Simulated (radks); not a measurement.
Problem. The mean radii <r> (bohr) of the occupied orbitals of an atom or ion are listed with their occupations. Method: Dirac Kohn-Sham, exchange-only PBE, spin-unpolarised, spherical densities, finite nucleus; Fermi nuclear charge, rms radius of each element as measured or else 0.836 A^(1/3) + 0.57 fm; computed with a radial shooting solver on a logarithmic mesh with Libxc functionals.

| orbital | occ. | <r> |
|---|---|---|
| 1s1/2 | 2 | 0.01685 |
| 2s1/2 | 2 | 0.06907 |
| 2p1/2 | 2 | 0.05668 |
| 2p3/2 | 3 | 0.06479 |

Name the element and its charge. Open shells, if any, fill j = l - 1/2 first.

Solution. Z = 79, gold, charge +70: Au70+ in [He] 2s2 2p5. The 1s radius gives Z: for a bare nucleus <r> = (2 gamma + 1)/(2Z) with gamma = sqrt(1 - (Z/c)^2), 0.01667 bohr for Z = 79, and screening makes it slightly larger (0.01685 here). The occupations add up to 9, and the charge is Z minus that.
